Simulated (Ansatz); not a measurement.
C$_{2}$H$_{6}$GeSi, SMILES `C1=[CH][GeH2][SiH2]1`. Charge 0, multiplicity 1. Correlated methods include outer-core shells of Ge, which these sets cover unevenly. Scalar relativity is left out up to krypton.

Z-matrix (Å, degrees):
```
Ge
C 1 1.968
Si 1 2.380 2 72.5
H 1 1.540 2 114.8 3 -116.6
H 1 1.540 2 114.8 3 116.6
C 2 1.345 1 105.3 3 -0.0
H 2 1.089 1 131.0 3 180.0
H 3 1.489 1 119.6 2 -111.7
H 3 1.489 1 119.6 2 111.8
H 6 1.089 2 123.0 1 -180.0
```

**Question.** Give the diagnostics of a CCSD(T)/def2-TZVPP run (frozen core, Ansatz 0.2.0). (An estimate is asked.)

**Answer.** Computed: T1 = 0.0124, largest single amplitude 0.018, largest double 0.086, (T) share of the correlation energy 4.3 %, 9 CCSD cycles. The RHF solution is stable towards an unrestricted one. T1 lies under the customary mark of 0.02 for closed shells.
